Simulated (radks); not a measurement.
Question: Neutral zinc, [Ar] 3d10 4s2. All-electron calculation, non-relativistic Kohn-Sham, PBE, spin-polarised, spherical densities, point nucleus. Program: a radial shooting solver on a logarithmic mesh with Libxc functionals. Every spin shell is full or empty, so the densities are truly spherical. Functionals are evaluated on that one density, not self-consistently. Rank these exchange functionals by their error against the exact value of the orbitals, and give that value: LDA, PBEsol, revPBE, RPBE, WC, SOGGA, APBE, TPSS, revTPSS, SCAN, r2SCAN, MS2, Tao-Mo, MVS.

Answer: Exact: -69.4351 hartree. From best to worst, with 100 (|E| - |E exact|)/|E exact| (equal figures are ties): MS2 -0.03, revPBE +0.18, Tao-Mo -0.23, MVS +0.25, r2SCAN +0.26, RPBE +0.27, TPSS +0.35, revTPSS -0.40, SCAN +0.51, WC -0.68, APBE +0.88, PBEsol -2.32, SOGGA -2.34, LDA -5.62.
